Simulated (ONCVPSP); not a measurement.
Cutoff test, bromine, ONCV

bromine (Br), optimised norm-conserving Vanderbilt (ONCV), made with ONCVPSP 4.0.1 (PBEsol, scalar-relativistic). Core [Ne], reference 3s2 3p6 3d10 4s2 4p4 (charge +1). Waves: 3s+4s: rc 0.85 bohr, ncon 3, nbas 6, qcut 18.7 1/bohr, 2 projectors; 3p+4p: rc 0.80 bohr, ncon 5, nbas 9, qcut 18.7 1/bohr, 2 projectors; 3d: rc 0.85 bohr, ncon 5, nbas 9, qcut 16.7 1/bohr, 1 projector. Local part: polynomial inside 0.70 bohr (lpopt 2, dvloc0 4 Ha). Core correction: Teter function, fcfact 3.25, rcfact 1.1.

Problem. For each optimised wave give the share of its norm inside rc, the residual kinetic energy above qcut (Ha) and the cutoffs (Ha) for errors of 10, 1, 0.1 and 0.01 mHa per electron.

Solution.

```json
{"wave": "3s", "norm inside rc": "0.918", "residual KE": "1.6e-07", "10 mHa": "78.5", "1 mHa": "98.3", "0.1 mHa": "112.6", "0.01 mHa": "124.1"}
{"wave": "4s", "norm inside rc": "0.061", "residual KE": "8.7e-09", "10 mHa": "68.8", "1 mHa": "94.3", "0.1 mHa": "115.4", "0.01 mHa": "133.1"}
{"wave": "3p", "norm inside rc": "0.860", "residual KE": "2.2e-06", "10 mHa": "58.3", "1 mHa": "104.6", "0.1 mHa": "138.1", "0.01 mHa": "159.8"}
{"wave": "4p", "norm inside rc": "0.038", "residual KE": "4.6e-07", "10 mHa": "46.6", "1 mHa": "61.5", "0.1 mHa": "116.2", "0.01 mHa": "147.5"}
{"wave": "3d", "norm inside rc": "0.838", "residual KE": "9.6e-04", "10 mHa": "119.5", "1 mHa": "139.5", "0.1 mHa": "376.9", "0.01 mHa": "433.2"}
```

The occupied waves need 139 Ha and 377 Ha for 1 and 0.1 mHa.
